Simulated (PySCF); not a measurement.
A structure optimised at PBE-D3(BJ)/def2-TZVP, used in a PySCF frequency run:

```
Si
O 1 1.5354
H 1 1.4976 2 124.02
H 1 1.4976 3 111.95 2 180.00
```

Write its SMILES, formula and point group.

O=[SiH2], H2OSi, C2v

What are its rotational constants (standard atomic weights)?

162.72, 18.191, 16.362 GHz
